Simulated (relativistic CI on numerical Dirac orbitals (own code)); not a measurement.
## Calculated levels, In XLVI

Method of calculation: Dirac-Coulomb-Breit CI, KLI orbitals optimised for each configuration, a model potential for QED, unscaled Slater integrals (own radial code, finite nucleus).

Configurations in the expansion (outside the closed core 1s2): 2s², 2s2p, 2p², 2p3s, 2p3p, 2s3s, 2s3p, 2s3d, 2s4s, 2s4p, 2s4d, 2s4f, 2s5s, 3s², 2s5p, 2s5d, 2s5f, 2s5g, 3s3p, 3p². Levels of other configurations are missing.

```csv
No.,Configuration,Term,J,E (10³ cm⁻¹),%,Next component (%),jj configuration (%)
1,2s²,¹S,0,0.0,98,2 2p² ¹S,closed (98)
2,2s2p,³P°,0,739.4,100,,2s 2p1/2 (100)
3,2s2p,³P°,1,899.9,79,21 ¹P°,2s 2p1/2 (98)
4,2p²,³P,0,2142.6,73,26 ¹S,2p1/2^2 (98)
5,2s2p,³P°,2,2668.5,100,,2s 2p3/2 (100)
6,2s2p,¹P°,1,3145.1,79,21 ³P°,2s 2p3/2 (98)
7,2p²,³P,1,3867.0,100,,2p1/2 2p3/2 (100)
8,2p²,¹D,2,3984.4,61,39 ³P,2p1/2 2p3/2 (100)
9,2p²,³P,2,5865.2,61,39 ¹D,2p3/2^2 (100)
10,2p²,¹S,0,6227.1,73,27 ³P,2p3/2^2 (99)
11,2s3s,³S,1,35276.9,99,,2s 3s (99)
12,2s3s,¹S,0,35429.3,98,1 2p3p ¹S,2s 3s (98)
13,2s3p,³P°,0,35640.7,100,,2s 3p1/2 (100)
14,2s3p,³P°,1,35647.8,68,32 ¹P°,2s 3p1/2 (99)
15,2s3p,¹P°,1,36120.6,31,30 2p3s ³P°,2s 3p3/2 (51)
16,2s3p,³P°,2,36206.9,100,,2s 3p3/2 (100)
17,2p3s,³P°,0,36220.1,100,,2p1/2 3s (100)
18,2s3d,³D,1,36336.8,71,23 2p3p ³D,2s 3d3/2 (71)
19,2p3s,³P°,1,36354.3,38,36 2s3p ¹P°,2p1/2 3s (51)
20,2s3d,³D,2,36409.1,86,14 ¹D,2s 3d3/2 (91)
21,2p3p,³D,1,36492.8,51,29 2s3d ³D,2p1/2 3p1/2 (71)
22,2s3d,³D,3,36546.4,100,,2s 3d5/2 (100)
23,2s3d,¹D,2,36645.8,85,13 ³D,2s 3d5/2 (89)
24,2p3p,³P,0,36683.7,71,28 ¹S,2p1/2 3p1/2 (99)
25,2p3p,³P,1,37106.2,46,30 ³S,2p1/2 3p3/2 (99)
26,2p3p,³D,2,37121.0,56,27 ¹D,2p1/2 3p3/2 (97)
27,2p3s,³P°,2,38182.4,100,,2p3/2 3s (100)
28,2p3s,¹P°,1,38241.7,68,31 ³P°,2p3/2 3s (99)
29,2p3p,³P,1,38503.9,54,24 ³S,2p3/2 3p1/2 (99)
30,2p3p,³D,2,38522.0,43,34 ¹D,2p3/2 3p1/2 (99)
31,2p3p,³D,3,38989.6,100,,2p3/2 3p3/2 (100)
32,2p3p,¹P,1,38994.4,51,42 ³S,2p3/2 3p3/2 (100)
33,2p3p,³P,2,39149.1,62,38 ¹D,2p3/2 3p3/2 (100)
34,2p3p,¹S,0,39293.2,71,29 ³P,2p3/2 3p3/2 (99)
35,2s4s,³S,1,47421.0,100,,2s 4s (100)
36,2s4s,¹S,0,47476.9,100,,2s 4s (100)
37,2s4p,³P°,0,47561.5,100,,2s 4p1/2 (100)
38,2s4p,³P°,1,47566.2,70,30 ¹P°,2s 4p1/2 (100)
39,2s4p,³P°,2,47797.9,100,,2s 4p3/2 (100)
40,2s4p,¹P°,1,47811.1,70,30 ³P°,2s 4p3/2 (100)
41,2s4d,³D,1,47870.7,100,,2s 4d3/2 (100)
42,2s4d,³D,2,47881.3,82,18 ¹D,2s 4d3/2 (94)
43,2s4d,³D,3,47940.8,100,,2s 4d5/2 (100)
44,2s4d,¹D,2,47973.9,82,18 ³D,2s 4d5/2 (94)
45,2s4f,³F°,2,47987.6,100,,2s 4f5/2 (100)
46,2s4f,³F°,3,47989.3,68,32 ¹F°,2s 4f5/2 (99)
47,2s4f,³F°,4,48020.6,100,,2s 4f7/2 (100)
48,2s4f,¹F°,3,48027.5,68,32 ³F°,2s 4f7/2 (99)
49,2s5s,³S,1,52950.0,100,,2s 5s (100)
50,2s5s,¹S,0,52975.6,100,,2s 5s (100)
51,2s5p,³P°,0,53020.3,100,,2s 5p1/2 (100)
52,2s5p,³P°,1,53022.4,70,30 ¹P°,2s 5p1/2 (100)
53,2s5p,³P°,2,53140.7,100,,2s 5p3/2 (100)
54,2s5p,¹P°,1,53146.8,70,30 ³P°,2s 5p3/2 (100)
55,2s5d,³D,1,53177.5,100,,2s 5d3/2 (100)
56,2s5d,³D,2,53182.5,80,20 ¹D,2s 5d3/2 (95)
57,2s5d,³D,3,53213.5,100,,2s 5d5/2 (100)
58,2s5d,¹D,2,53228.1,80,20 ³D,2s 5d5/2 (95)
59,2s5f,³F°,2,53235.5,100,,2s 5f5/2 (100)
60,2s5f,³F°,3,53236.7,71,29 ¹F°,2s 5f5/2 (98)
61,2s5f,³F°,4,53252.5,100,,2s 5f7/2 (100)
62,2s5f,¹F°,3,53256.8,71,29 ³F°,2s 5f7/2 (98)
63,2s5g,³G,4,53257.2,57,43 ¹G,2s 5g7/2 (100)
64,2s5g,³G,3,53257.6,100,,2s 5g7/2 (100)
65,2s5g,³G,5,53267.7,100,,2s 5g9/2 (100)
66,2s5g,¹G,4,53268.3,57,43 ³G,2s 5g9/2 (100)
```

Energies count from the lowest computed level; ° marks odd parity. Filled j subshells are mostly left out of the jj labels.

The mean weight of the leading LS term, summed over parents, in these 66 levels is 81 %, and that of the leading jj configuration (from the same eigenvectors) 97 %, so jj coupling describes them better and the LS labels are nominal.

At this charge energies of transitions that change n are usually good to better than 1 %, and those within a shell (Δn = 0) to a few per cent.

LS names give the leading component of a level, which can be under half, so a name can repeat, a term be missing and a line seem to break the LS rules.
